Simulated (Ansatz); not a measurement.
`O=C=C[TeH]` + H₂S → `O=C=CS` + H₂Te  (substitution at a C–Te bond)

Isolated molecules relaxed with PBE0-D4/def2-TZVP in Ansatz; ΔE leaves out vibrations. CCSD(T)/CBS adds triple-zeta CCSD(T) − MP2 to the extrapolated MP2 energy (def2 sets, frozen cores). This one scheme is used for every species. Functionals use def2-TZVPP. B3LYP here is the variant with VWN-RPA as its local correlation; programs differ in this. HSE06 is defined as in plane-wave codes. def2 core potentials past Kr. For Te outer-core shells are correlated without core-valence functions, which leaves a few kJ/mol of doubt a bond. Each species was taken in one conformer, which may not be the lowest.

```
             level  ΔE (kJ/mol)  difference from CCSD(T)/CBS
       LDA (SPW92)         22.1                        -12.9
            PBE-D4         27.3                         -7.7
         revPBE-D4         27.2                         -7.8
         r2SCAN-D4         28.5                         -6.5
            B97M-V         29.0                         -6.0
           PBE0-D4         27.0                         -8.0
          B3LYP-D4         29.1                         -5.9
        r2SCANh-D4         28.1                         -6.9
        r2SCAN0-D4         27.5                         -7.5
          HSE06-D4         27.1                         -7.9
           ωB97X-V         27.0                         -8.0
           ωB97M-V         27.9                         -7.1
            B2PLYP         30.5                         -4.5
          PBE-QIDH         29.9                         -5.1
               PBE         25.9                         -9.1
            revPBE         26.5                         -8.5
              BLYP         27.1                         -7.9
            r2SCAN         28.2                         -6.8
              PBE0         25.7                         -9.3
             B3LYP         26.7                         -8.3
           r2SCANh         27.8                         -7.2
           r2SCAN0         27.1                         -7.9
             HSE06         25.8                         -9.2
             BHLYP         26.0                         -9.0
         CAM-B3LYP         25.2                         -9.8
           LC-ωPBE         25.1                         -9.9
RPA@PBE/def2-TZVPP         33.2                         -1.8
       HF/def2-SVP         20.8                        -14.2
      MP2/def2-SVP         25.4                         -9.6
     CCSD/def2-SVP         19.9                        -15.1
     HF/def2-TZVPP         24.9                        -10.1
    MP2/def2-TZVPP         37.5                          2.5
SCS-MP2/def2-TZVPP         35.1                          0.1
   CCSD/def2-TZVPP         31.1                         -3.9
CCSD(T)/def2-TZVPP         32.7                         -2.3
     HF/def2-QZVPP         25.9                         -9.1
SCS-MP2/def2-QZVPP         36.5                          1.5
      HF/CBS(def2)         26.0                         -9.0
     MP2/CBS(def2)         39.8                          4.8
    CCSD/CBS(def2)         33.4                         -1.6
       CCSD(T)/CBS         35.0                            0
```

Largest T1 diagnostic among the species: 0.016.

In def2-TZVPP, CCSD(T) changes the Hartree–Fock value by +7.8 kJ/mol (the triples alone add +1.6 kJ/mol) and MP2 by +12.7 kJ/mol. Leaving LDA and LC-ωPBE aside and taking each functional with its dispersion term where it has one, the values, not all of them listed here, spread over 3.8 kJ/mol, from CAM-B3LYP-D4 to B2PLYP. LDA lies −3.9 kJ/mol from PBE without D4. At CCSD(T), def2-SVP lies −14.1 kJ/mol from the extrapolated value and def2-TZVPP −2.3 kJ/mol.
